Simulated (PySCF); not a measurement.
C₂H₇InO. Atoms are numbered in the order given.

```xyz
11

In    -0.0317     0.0037    -0.0233
C     -1.4278    -1.6433     0.0402
H     -0.9201    -2.5721    -0.2603
H     -2.2783    -1.4684    -0.6331
H     -1.8047    -1.7707     1.0660
C      0.0912     1.8622    -1.0964
H      0.2651     1.6717    -2.1659
H      0.9310     2.4449    -0.6940
H     -0.8387     2.4402    -0.9954
O      1.5766    -0.1585     1.1826
H      1.6070    -0.9708     1.6984
```
Charge 0, spin multiplicity 1.

Geometry optimised at PBE0-D3(BJ)/def2-SVP. The structure was generated by enumeration; whether it is a known compound was not checked. The def2 effective core potentials stand for the cores of In; spin–orbit coupling is left out. The values are those of a single conformer.

These are HF/def2-TZVP in PySCF values and carry that method's errors.

ESP charges are fitted to the potential on shells at 1.4 to 2.0 van der Waals radii. Atomic charges (e):

| atom | Mulliken | ESP fit |
|---|---|---|
| In1 | ? | 1.27 |
| C2 | -0.64 | -1.08 |
| H3 | ? | 0.24 |
| H4 | ? | 0.22 |
| H5 | ? | 0.24 |
| C6 | -0.65 | -0.85 |
| H7 | ? | 0.16 |
| H8 | ? | 0.22 |
| H9 | ? | 0.15 |
| O10 | ? | -0.95 |
| H11 | 0.31 | 0.39 |

Q: Complete the blanks. (The exact figures need the calculation; the answer reports its results.)

A: 
- In1, Mulliken: 1.04
- H3, Mulliken: 0.13
- H4, Mulliken: 0.13
- H5, Mulliken: 0.13
- H7, Mulliken: 0.12
- H8, Mulliken: 0.15
- H9, Mulliken: 0.12
- O10, Mulliken: -0.84
